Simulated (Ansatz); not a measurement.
One change: `C[O][Al]([SH])[SH]` becomes `C[O][AlH][SH]`.

Ansatz, PBE0-D4/def2-TZVP geometries, multiplicity 1. Each molecule was computed in one conformer, which needn't be the lowest.

```csv
property,`C[O][Al]([SH])[SH]`
HOMO–LUMO gap (ωB97M-V/def2-TZVPP) / eV,10.99
size of the dipole moment (B3LYP/def2-TZVPP) / D,1.00
LUMO energy (B3LYP/def2-TZVPP) / eV,-0.66
LUMO energy (ωB97M-V/def2-TZVPP) / eV,1.21
HOMO–LUMO gap (PBE/def2-TZVPP) / eV,5.15
HOMO energy (ωB97M-V/def2-TZVPP) / eV,-9.78
```

**Question.** Give the same properties after the change, and the shifts. (Estimate.)

**Answer.** Computed: 
```tsv
property	`C[O][AlH][SH]`	shift
HOMO–LUMO gap (ωB97M-V/def2-TZVPP) / eV	10.93	-0.06
size of the dipole moment (B3LYP/def2-TZVPP) / D	1.54	0.54
LUMO energy (B3LYP/def2-TZVPP) / eV	-0.77	-0.11
LUMO energy (ωB97M-V/def2-TZVPP) / eV	1.03	-0.18
HOMO–LUMO gap (PBE/def2-TZVPP) / eV	5.12	-0.03
HOMO energy (ωB97M-V/def2-TZVPP) / eV	-9.90	-0.12
```

With PBE0 the HOMO falls by 0.08 eV and the LUMO falls by 0.17 eV, so the gap narrows by about 0.09 eV. PBE moves the HOMO by -0.05 eV and ωB97M-V by -0.12 eV. Dipoles are sizes alone; their direction can turn.

B3LYP here is the variant with VWN-RPA as its local correlation; programs differ in this.
